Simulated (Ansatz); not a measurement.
Consider the substitution at a C–I bond: `FC([SiH3])I` + `C=N` → `C=NC(F)[SiH3]` + HI.

Calculated with Ansatz (gas phase, PBE0-D4/def2-TZVP geometries, no zero-point term in ΔE). CBS: MP2 limit from def2 TZ/QZ plus the TZ coupled-cluster correction, frozen cores. This one scheme is used for every species. Functionals use def2-TZVPP. B3LYP here is the variant with VWN-RPA as its local correlation; programs differ in this. def2 core potentials past Kr. For I outer-core shells are correlated without core-valence functions, which leaves a few kJ/mol of doubt a bond. Each species was taken in one conformer, which may not be the lowest.

`FC([SiH3])I`:

Z-matrix (Å, degrees):
```
C
Si 1 1.900
I 1 2.160 2 108.5
F 1 1.367 2 111.7 3 -120.9
H 1 1.091 2 114.5 3 115.4
H 2 1.487 1 108.5 3 178.4
H 2 1.480 1 108.7 3 58.3
H 2 1.482 1 107.6 3 -62.4
```

`C=N`:

Cartesian coordinates in Å:
```
C -0.127 -0.032 -0.368
N -0.183 0.442 0.799
H 0.615 -0.762 -0.713
H -0.861 0.296 -1.105
H 0.556 0.055 1.387
```

`C=NC(F)[SiH3]`:

```xyz
11

C     0.217    0.950    1.777
N     0.745    0.211    0.901
C     0.444    0.364   -0.463
F    -0.364    1.469   -0.763
Si   -0.439   -1.219   -1.085
H     0.467    0.774    2.821
H    -0.477    1.759    1.542
H     1.386    0.510   -1.006
H    -1.670   -1.405   -0.279
H     0.472   -2.378   -0.927
H    -0.781   -1.035   -2.518
```

HI:

Cartesian coordinates in Å:
```
I 0.416 -0.675 0.139
H -0.416 0.675 -0.139
```

```
             level  ΔE (kJ/mol)  difference from CCSD(T)/CBS
       LDA (SPW92)        -43.4                        -26.4
            PBE-D4        -25.0                         -8.0
          B3LYP-D4        -26.0                         -9.0
        r2SCAN0-D4        -30.5                        -13.5
      CAM-B3LYP-D4        -34.4                        -17.4
           ωB97X-V        -29.6                        -12.6
            B2PLYP        -24.9                         -7.9
          PBE-QIDH        -27.3                        -10.3
               PBE        -25.3                         -8.3
            revPBE        -20.0                         -3.0
            r2SCAN        -28.4                        -11.4
             BHLYP        -31.8                        -14.8
SCS-MP2/def2-TZVPP        -20.3                         -3.3
   CCSD/def2-TZVPP        -26.3                         -9.3
CCSD(T)/def2-TZVPP        -24.1                         -7.1
    MP2/def2-QZVPP        -16.2                          0.8
       CCSD(T)/CBS        -17.0                            0
```

Largest T1 diagnostic among the species: 0.013.

In def2-TZVPP, CCSD(T) changes the Hartree–Fock value by +8.4 kJ/mol (the triples alone add +2.2 kJ/mol) and MP2 by +12.0 kJ/mol. Leaving LDA and LC-ωPBE aside and taking each functional with its dispersion term where it has one, the values, not all of them listed here, spread over 11.5 kJ/mol, from CAM-B3LYP-D4 to BLYP-D4. LDA lies −18.1 kJ/mol from PBE without D4. At CCSD(T), def2-SVP lies −32.5 kJ/mol from the extrapolated value and def2-TZVPP −7.2 kJ/mol.

CCSD(T)/CBS has its own doubt, a few kJ/mol and more with outer-core shells, so smaller differences from it don't rank the levels.
